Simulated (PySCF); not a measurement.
Species: C₇H₉NO (charge -1 and doublet state).
Geometry (GFN2-xTB, Å), atoms numbered from 1 in this order:
```
atom  x, y, z in Å
C1     2.5818   -0.5319   -0.3839
C2     1.1512   -0.9416   -0.0256
O3     0.9264   -2.1716    0.2727
C4     0.2004    0.0899   -0.0581
C5     0.3753    1.4589   -0.3775
C6    -0.8632    2.0936   -0.2732
C7    -1.7931    1.1569    0.1025
N8    -1.1570   -0.0605    0.2344
C9    -1.7919   -1.2815    0.6103
H10    3.2267   -1.4076   -0.3200
H11    2.9563    0.2327    0.3012
H12    2.6346   -0.1296   -1.3986
H13    1.3029    1.9264   -0.6545
H14   -1.0647    3.1393   -0.4526
H15   -2.8495    1.2503    0.2863
H16   -2.5830   -1.5593   -0.1017
H17   -1.0149   -2.0511    0.6176
H18   -2.2470   -1.2070    1.6089
```

The hyperfine couplings belong to this conformer and change with its torsions.

The species is `C[C]([O-])c1cccn1C` [radical] (charge -1).

Computed with UKS B3LYP, pcH-1 on C H N O, non-relativistic, mean-field spin-orbit, GIAO (PySCF). Whether the extra electron is bound in the gas phase wasn't checked; a finite basis holds it in any case. A GFN2-xTB geometry isn't a minimum of the functional, and hyperfine couplings can be far from their values at a DFT geometry, by a factor of two or more for some ions and for spin on atoms past the first row. The SCF solution wasn't tested for stability.

(1) Give the principal g shifts and their parts.

(2) At 9.787 GHz, how far is the centre of the isotropic spectrum from where a free electron (g = 2.002319) resonates?

(3) What effective moment and Curie constant follow for a powder?

(4) Average each term over the three axes. Which is largest in size?

(5) In a frozen sample, at which fields do the three g values resonate at 9.5, 34, 94 and 263 GHz (hyperfine left aside), and which band first spreads them over more than twice a line width of 1.0 mT?

## Answers

(1) 
| Δg (ppm) | 1 | 2 | 3 |
| --- | --- | --- | --- |
| relativistic mass correction | -213 | -213 | -213 |
| gauge correction | -8 | 44 | 57 |
| orbital Zeeman/spin–orbit | -19 | 2449 | 2750 |
| total | -241 | 2280 | 2594 |

So g = 2.00208, 2.00460, 2.00491 and g_iso = 2.00386; the tensor is close to axial: the two nearest values differ by 11 % of g3 − g1. Axes: g2 points within 5° of the C1–C2 bond.

(2) B = hν/(g μB) with μB/h = 13.99624 MHz/mT gives 349.22 mT for the free electron and 348.96 mT at g_iso, 0.27 mT lower.

(3) With the mean of g² = 4.0155 and S(S+1) = 0.75: μ_eff = √(⟨g²⟩S(S+1)) = 1.735 μB and χT = 0.12505·⟨g²⟩·S(S+1) = 0.377 cm³ K/mol (cgs; spin-Hamiltonian part alone).

(4) The orbital-Zeeman/spin–orbit term 1726, the mass correction -213 and the gauge correction 31 ppm, for a total of 1544 ppm. The orbital-Zeeman/spin–orbit term is the largest in size. The mass correction is the same along every axis, so the anisotropy comes from the other two: their spans along these axes are 66 (gauge) and 2769 ppm (orbital Zeeman/spin–orbit).

(5) 
```
band    GHz  B(g3) mT  B(g2) mT  B(g1) mT  spread mT
   X    9.5    338.55    338.60    339.02       0.48
   Q   34.0   1211.63   1211.82   1213.35       1.72
   W   94.0   3349.81   3350.34   3354.56       4.74
   J  263.0   9372.35   9373.82   9385.62      13.27
```

The spread grows in proportion to the frequency. W band is the first where it exceeds 2.0 mT.

The Mulliken spin populations are largest on C2 (+0.32), O3 (+0.25), C5 (+0.22) and C7 (+0.19). Four atoms exceed +0.15.

The HOMO–LUMO gaps are 3.09 eV among the α and 5.09 eV among the β orbitals.
